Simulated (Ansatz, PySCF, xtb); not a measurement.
Gas-phase reaction R1 → P1, each structure at its B3LYP-D3(BJ)/def2-TZVP stationary point, reached from a drawn start; harmonic modes at that level show minima.
P1, HNSi (SMILES N#[SiH]) (charge 0, multiplicity 1):
```xyz
3

H      0.000     0.000    -1.509
Si     0.000     0.000    -0.026
N      0.000     0.000     1.534
```
R1, HNSi (SMILES [NH+]#[Si-]) (charge 0, multiplicity 1, Z-matrix in Å and degrees):
```
N
H 1 1.0001
Si 1 1.5495 2 180.00
```

P less R. No zero-point or thermal terms.

The values were computed with Ansatz (Gaussian orbitals); PySCF for the D3/D4 terms; xtb for the GFN methods. Each number belongs to the level named beside it.

Question: One of these levels gives 35.09 kcal/mol for the reaction energy. Which one is it?
A. wB97X-V/def2-TZVPP
B. GFN1-xTB
C. PBE-D3(BJ)/def2-TZVPP

Answer: B, GFN1-xTB. The others give 66.30 (PBE-D3(BJ)/def2-TZVPP), 77.25 (wB97X-V/def2-TZVPP)

Ansatz is an electronic-structure program.
